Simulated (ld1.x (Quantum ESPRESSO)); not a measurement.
Building the RRKJ potential for calcium (PBE, scalar-relativistic).

- Element: calcium
- Generator: ld1.x (Quantum ESPRESSO) 7.5
- Type: norm-conserving RRKJ (Kleinman–Bylander form)
- Functional: PBE
- Relativity: scalar-relativistic
- Frozen core: [Ne] 3s2
- Valence charge: 8
- Reference configuration: 3p6 3d1 4s1 4p0
- Partial waves: 3p (bound): rc 1.95 bohr; 3d (bound): rc 2.00 bohr; 4s (bound): rc 3.00 bohr
- Local potential: the s channel
- Core correction: a·sin(br)/r model core inside 1.78 bohr
- rho0: 0.001

* Cutoffs needed: 35 Ry and 40 Ry (the cutoffs (Ry, on a coarse ladder) from which the occupation-weighted sum of valence levels, in a spherical-Bessel basis at the reference potential, stays within 10 and 1 mRy of its value at 400 Ry)
* Ghost test: no extra level below or beside the all-electron valence levels (p, d, s, f tested) (spherical-Bessel basis up to 400 Ry, 20 bohr box)
* Largest excitation error: -745 meV (all-electron minus pseudo) for 3p6 3d0 4s0 4p1, out of 7 test configurations
